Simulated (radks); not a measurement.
Initial-state core-level shifts of the neodymium ion Nd2+ when its valence configuration changes from [Xe] 4f4. All-electron calculation, scalar-relativistic Kohn-Sham, LDA (Slater exchange, Perdew-Wang correlation), spin-polarised, spherical densities, point nucleus; open shells are filled with parallel spins first (spin-orbit coupling, left out, can overturn this in heavy ions). Program: a radial shooting solver on a logarithmic mesh with Libxc functionals. Shifts are changes of the shell-averaged eigenvalues in eV (positive: less bound).

valence,1s,3s,3p,5p
4f2 6p2,-21.918,-25.606,-25.553,-12.525
4f3 6p1,-10.230,-11.854,-11.831,-6.169
4f2 5d0.5 6p1.5,-19.938,-23.591,-23.538,-10.832
4f3 5d1,-6.553,-8.143,-8.120,-2.798
4f3.5 5d0.5,-3.134,-3.881,-3.870,-1.379
4f2.5 5d0.5 6s1,-12.926,-15.505,-15.468,-6.638
4f1 5d0.5 6p2.5,-32.676,-38.751,-38.660,-17.273
4f1.5 5d1.5 6s1,-21.085,-25.821,-25.751,-9.601
4f0.5 5d0.5 6s0.5 6p2.5,-38.946,-46.347,-46.236,-20.079
